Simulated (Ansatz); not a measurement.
```yaml
crystal:
  periodic: [false, false, false]
  atoms:
    - {symbol: F, position_ang: [-0.761057, -0.319797, 1.487388]}
    - {symbol: Ge, position_ang: [0.090351, 0.107537, 0.128283]}
    - {symbol: Cl, position_ang: [1.438186, -1.471836, -0.308740]}
    - {symbol: Br, position_ang: [-1.477695, 0.169784, -1.587900]}
    - {symbol: H, position_ang: [0.708959, 1.452506, 0.263225]}
basis:
  gaussian: {orbitals: "6-31G*", fitting: {mean_field: cc-pVTZ-jkfit}}
hamiltonian: {xc: {name: HSE06}, dispersion: d4}
scf: {lower_state_search: light}
output: {forces: true}
```

```sh
$ ansatz run in.yaml --threads 4 --pin off --events-out ev --progress --plain --max-ram 10444MiB
```

Output, abridged:

```
Functional definition: HSE06
644 factors; integrals over basis functions are off by at most 1.6e-1 eV
644 factors; integrals over basis functions are off by at most 1.8e-7 eV
mean field evaluation 1: about -141783.4975 eV, gradient 3.2e1 eV
mean field evaluation 2: about -141780.3941 eV, gradient 5.7e1 eV
mean field evaluation 4: about -141785.1201 eV, gradient 2.0e0 eV
mean field evaluation 8: about -141785.1253 eV, gradient 1.3e-2 eV
mean field -141785.12534805 eV, -5210.5072511311 hartree, gradient 4.0e-5 eV, S^2 0.000000; 0 other end points of the search recorded, 0 dependent functions left out
reference -141785.12538483 eV, -5210.5072524828 hartree; 47, 47 occupied and 59, 59 virtual orbitals, 644 factors
Total energy: -141785.24563649 eV, -5210.5116716499 hartree
Atom 0 at    -0.761057    -0.319797     1.487388 Å, force    -0.960982    -0.515439     1.870044 eV/Å
Atom 1 at     0.090351     0.107537     0.128283 Å, force    -0.093139    -0.145646    -2.394771 eV/Å
Atom 2 at     1.438186    -1.471836    -0.308740 Å, force     0.232145    -0.056005     0.053354 eV/Å
Atom 3 at    -1.477695     0.169784    -1.587900 Å, force     0.315263     0.028265     0.297960 eV/Å
Atom 4 at     0.708959     1.452506     0.263225 Å, force     0.506714     0.688825     0.173412 eV/Å
Dipole moment:     0.239814     0.338265     0.070033 e Å
```

Hardware: 4 threads of an Arm Neoverse V2 on a shared host. Wall time 1.2 s, peak host memory 0.38 GiB.
